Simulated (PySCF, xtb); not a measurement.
C3H5ClOSi, SMILES O1C=CC[Si@H]1Cl.

GFN2-xTB run with xtb at its own geometry gives an orbital gap of 4.92 eV and a dipole moment of 2.40 D.

Geometry optimised at B3LYP-D3(BJ)/def2-SVP. The structure was generated by enumeration; whether it is a known compound was not checked. One conformer was computed; it need not be the lowest.

Problem. What does PBE/def2-TZVP in PySCF give? (Estimate from the structure and the level; the computed values follow.)

Solution. gap 4.90 eV (levels -5.62 and -0.72 eV), dipole 1.87 D.
